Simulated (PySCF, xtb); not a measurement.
C₄H₇O₂, SMILES C1CO[CH]CO1, multiplicity 2. One conformer was computed; it need not be the lowest.

Harmonic wavenumbers (cm⁻¹) from GFN2-xTB (xtb 6.7.1) at its own minimum, in rising order: 161, 221, 342, 439, 462, 514, 730, 881, 915, 942, 951, 1019, 1057, 1087, 1112, 1167, 1200, 1205, 1249, 1291, 1301, 1325, 1349, 1443, 1448, 1453, 2669, 2867, 2893, 2947, 2989, 3001, 3114.

Q: What does PBE-D3(BJ)/def2-SVP (PySCF) give at its own minimum? (An estimate is asked for; the answer gives what the named calculation found.)

A: 214, 249, 386, 440, 481, 530, 728, 846, 868, 896, 937, 1020, 1042, 1085, 1123, 1186, 1226, 1249, 1269, 1294, 1332, 1356, 1376, 1391, 1411, 1416, 2754, 2886, 2950, 3024, 3035, 3049, 3118. Paired by order, the mean absolute difference is 30 cm⁻¹ and the zero-point energies are 65.4 and 66.0 kcal/mol.
